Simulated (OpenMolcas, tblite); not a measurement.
**C2H4BCl (SMILES C=CBCl): the vertical electron affinity, rung by rung**

The species is C2H4BCl (8 atoms), meant as a singlet with charge 0. SMILES: `C=CBCl`. The coordinates come from a PBE0-D4/def2-TZVP relaxation. This is one conformer, not always the lowest.

Quantity: the vertical electron affinity (to the doublet anion), in eV. The values are calculated.

The electron affinity is E(neutral) − E(anion): positive where the electron is bound.

```json
{"level": "IPEA1-xTB", "kind": "semi-empirical", "program": "tblite", "value (eV)": "5.66", "CPU time (all runs)": "under 2 s"}
{"level": "HF/def2-SVPD", "kind": "Hartree–Fock", "program": "OpenMolcas", "value (eV)": "-0.61", "CPU time (all runs)": "50 s"}
{"level": "SVWN5/def2-SVPD", "kind": "LDA", "program": "OpenMolcas", "value (eV)": "0.42", "CPU time (all runs)": "1.8 min"}
{"level": "revPBE/def2-SVPD", "kind": "GGA", "program": "OpenMolcas", "value (eV)": "0.21", "CPU time (all runs)": "2.6 min"}
{"level": "TPSS/def2-SVPD", "kind": "meta-GGA", "program": "OpenMolcas", "value (eV)": "0.19", "CPU time (all runs)": "3.5 min"}
{"level": "M06-2X/def2-SVPD", "kind": "hybrid meta-GGA", "program": "OpenMolcas", "value (eV)": "0.18", "CPU time (all runs)": "3.3 min"}
{"level": "PBE0/def2-SVPD", "kind": "global hybrid", "program": "OpenMolcas", "value (eV)": "0.26", "CPU time (all runs)": "2.4 min"}
```

Where it was recorded, the anion's HOMO is positive in SVWN5/def2-SVPD, revPBE/def2-SVPD, TPSS/def2-SVPD, M06-2X/def2-SVPD, PBE0/def2-SVPD: a fault of the level (basis or self-interaction), which says nothing on whether the real anion is bound. The values span -0.61 to 5.66 eV. The xTB values lack the empirical shift that such differences need. Spin contamination of the reference (⟨S²⟩ at least 0.1 too high) touches HF/def2-SVPD. Times are those of the runs behind each value, whatever else they computed, on shared processors of several kinds: orders of magnitude only.
